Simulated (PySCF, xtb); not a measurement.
CH3FSn, SMILES [F][Sn][CH3] (connectivity only; charge and spin as stated), neutral, multiplicity 1.

Harmonic wavenumbers (cm⁻¹) from GFN2-xTB run with xtb at its own minimum, in rising order: 19, 141, 395, 458, 513, 575, 1223, 1434, 1438, 2929, 2940, 2945.

Q: What does PBE-D3(BJ)/def2-TZVP run with PySCF give at its own minimum? (The exact figures need the calculation; the answer reports its results.)

A: 41, 165, 465, 527, 542, 648, 1137, 1384, 1385, 2958, 3041, 3063. Paired by order, the mean absolute difference is 60 cm⁻¹ and the zero-point energies are 21.5 and 22.0 kcal/mol.
